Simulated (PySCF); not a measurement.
In(F)(Br)(vinyl) (C2H3BrFIn), SMILES C=[CH][In]([F])[Br].

The structure is a stationary point at B3LYP-D3(BJ)/def2-SVP. The structure was generated by enumeration; whether it is a known compound was not checked. The def2 effective core potentials stand for the cores of In; spin–orbit coupling is left out. Other conformers were not sampled.

Calculation: B3LYP-D3(BJ)/def2-SVP (PySCF).

Frequencies are harmonic and unscaled.

```json
[
 {"mode": "1", "ν (cm⁻¹)": "52", "IR (km/mol)": "1.0", "moving atoms (share of kinetic energy)": "C 47 %, Br 22 %, In 15 %, H 14 %"},
 {"mode": "2", "ν (cm⁻¹)": "70", "IR (km/mol)": "3.4", "moving atoms (share of kinetic energy)": "C 34 %, F 33 %, H 20 %, In 13 %"},
 {"mode": "3", "ν (cm⁻¹)": "120", "IR (km/mol)": "18.6", "moving atoms (share of kinetic energy)": "F 76 %, In 11 %, Br 10 %"},
 {"mode": "4", "ν (cm⁻¹)": "125", "IR (km/mol)": "6.9", "moving atoms (share of kinetic energy)": "C 30 %, H 29 %, In 24 %, F 13 %"},
 {"mode": "5", "ν (cm⁻¹)": "246", "IR (km/mol)": "29.9", "moving atoms (share of kinetic energy)": "Br 58 %, In 36 %"},
 {"mode": "6", "ν (cm⁻¹)": "271", "IR (km/mol)": "4.0", "moving atoms (share of kinetic energy)": "C 65 %, H 19 %, In 11 %"},
 {"mode": "7", "ν (cm⁻¹)": "462", "IR (km/mol)": "33.0", "moving atoms (share of kinetic energy)": "H 70 %, C 28 %"},
 {"mode": "8", "ν (cm⁻¹)": "510", "IR (km/mol)": "28.9", "moving atoms (share of kinetic energy)": "C 67 %, H 21 %, In 8 %"},
 {"mode": "9", "ν (cm⁻¹)": "607", "IR (km/mol)": "69.7", "moving atoms (share of kinetic energy)": "F 82 %, In 15 %"},
 {"mode": "10", "ν (cm⁻¹)": "987", "IR (km/mol)": "11.1", "moving atoms (share of kinetic energy)": "H 88 %, C 12 %"},
 {"mode": "11", "ν (cm⁻¹)": "996", "IR (km/mol)": "15.4", "moving atoms (share of kinetic energy)": "H 72 %, C 28 %"},
 {"mode": "12", "ν (cm⁻¹)": "1023", "IR (km/mol)": "23.1", "moving atoms (share of kinetic energy)": "H 94 %"},
 {"mode": "13", "ν (cm⁻¹)": "1232", "IR (km/mol)": "45.5", "moving atoms (share of kinetic energy)": "H 73 %, C 27 %"},
 {"mode": "14", "ν (cm⁻¹)": "1410", "IR (km/mol)": "13.9", "moving atoms (share of kinetic energy)": "H 82 %, C 18 %"},
 {"mode": "15", "ν (cm⁻¹)": "1645", "IR (km/mol)": "3.3", "moving atoms (share of kinetic energy)": "C 83 %, H 17 %"},
 {"mode": "16", "ν (cm⁻¹)": "3107", "IR (km/mol)": "8.1", "moving atoms (share of kinetic energy)": "H 95 %"},
 {"mode": "17", "ν (cm⁻¹)": "3164", "IR (km/mol)": "2.7", "moving atoms (share of kinetic energy)": "H 91 %, C 9 %"},
 {"mode": "18", "ν (cm⁻¹)": "3201", "IR (km/mol)": "1.2", "moving atoms (share of kinetic energy)": "H 89 %, C 11 %"}
]
```
